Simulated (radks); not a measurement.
Results of a calculation; reference values are marked as such.
All-electron atom: Tm in [Xe] 4f13 6s2.

Level of theory: scalar-relativistic Kohn-Sham, LDA (Slater exchange, Perdew-Wang correlation), spin-polarised, spherical densities, point nucleus; open shells are filled with parallel spins first (spin-orbit coupling, left out, can overturn this in heavy ions) (a radial shooting solver on a logarithmic mesh with Libxc functionals).

Energy parts (eV):
total: -368960.10
kinetic: 400990.66
electron-nucleus: -907124.43
Hartree: 144703.01
exchange-correlation: -7529.34

Orbitals (lengths in bohr, moments of r in powers of bohr; r(max) is where P^2 peaks):
| orbital | occ. | eigenvalue (eV) | r(max) | <r> | <r^2> |
|---|---|---|---|---|---|
| 1s up | 1 | -59239.10 | 0.01262 | 0.02002 | 0.0005490 |
| 1s down | 1 | -59239.10 | 0.01262 | 0.02002 | 0.0005490 |
| 2s up | 1 | -9995.661 | 0.07194 | 0.08493 | 0.008524 |
| 2s down | 1 | -9995.640 | 0.07194 | 0.08492 | 0.008524 |
| 2p up | 3 | -8828.824 | 0.05856 | 0.07544 | 0.006949 |
| 2p down | 3 | -8828.809 | 0.05856 | 0.07543 | 0.006949 |
| 3s up | 1 | -2246.133 | 0.2034 | 0.2212 | 0.05591 |
| 3s down | 1 | -2245.679 | 0.2034 | 0.2212 | 0.05590 |
| 3p up | 3 | -1892.855 | 0.2003 | 0.2205 | 0.05634 |
| 3p down | 3 | -1892.403 | 0.2003 | 0.2204 | 0.05632 |
| 3d up | 5 | -1455.906 | 0.1632 | 0.1999 | 0.04691 |
| 3d down | 5 | -1455.554 | 0.1632 | 0.1999 | 0.04689 |
| 4s up | 1 | -442.2506 | 0.4644 | 0.4981 | 0.2802 |
| 4s down | 1 | -441.3537 | 0.4644 | 0.4981 | 0.2802 |
| 4p up | 3 | -326.1004 | 0.4857 | 0.5287 | 0.3182 |
| 4p down | 3 | -325.2209 | 0.4857 | 0.5288 | 0.3183 |
| 4d up | 5 | -171.8748 | 0.5011 | 0.5718 | 0.3799 |
| 4d down | 5 | -171.0191 | 0.5011 | 0.5720 | 0.3802 |
| 5s up | 1 | -53.7470 | 1.089 | 1.228 | 1.703 |
| 5s down | 1 | -53.3441 | 1.091 | 1.231 | 1.710 |
| 5p up | 3 | -27.2005 | 1.252 | 1.473 | 2.481 |
| 5p down | 3 | -26.9130 | 1.255 | 1.477 | 2.497 |
| 6s up | 1 | -4.0451 | 3.260 | 3.910 | 17.48 |
| 6s down | 1 | -4.0208 | 3.271 | 3.922 | 17.59 |
| 4f up | 7 | -3.6788 | 0.4947 | 0.8059 | 0.9120 |
| 4f down | 6 | -2.9433 | 0.4952 | 0.8169 | 0.9503 |

The highest occupied level is 4f down at -2.943 eV. Summed over all electrons, <r^2> = 72.74 bohr^2, which gives a Langevin (diamagnetic) susceptibility term of -57.6 x 10^-6 cm^3/mol. The density falls to 0.001 e/bohr^3 at r = 5.05 bohr.

Empty levels of this run are not shown, since the potential may be unsettled where no density lies.
